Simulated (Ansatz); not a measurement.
Mulliken charges of C2HBrClF (`F/C=C(\Cl)Br`) from B3LYP/def2-TZVPP in Ansatz (PBE0-D4/def2-TZVP geometry).

```
atom   x (Å)   y (Å)   z (Å)  charge (e)
  F1   0.302  -1.488   1.045      -0.176
  C2   0.381  -0.233   0.624       0.090
  C3  -0.275   0.186  -0.449       0.007
 Cl4  -1.270  -0.833  -1.379      -0.036
 Br5  -0.120   1.974  -0.987      -0.013
  H6   1.016   0.403   1.226       0.128
```

Q: By hand: the dipole of these point charges (1 e Å = 4.8032 D).

A: Σ q r = (0.157, 0.298, 0.089) e Å, of length 0.348 e Å = 1.67 D.

Q: How does the dipole of the full density compare? (Best estimate.)

A: The calculation gave: (0.126, 0.159, 0.105) e Å, 1.10 D; the point charges give 1.52 times that, at 16° from its direction.

Point charges leave out the atoms' own dipoles, such as those of lone pairs, and Mulliken's split depends on the basis, so the two needn't agree.

B3LYP here is the variant with VWN-RPA as its local correlation; programs differ in this.
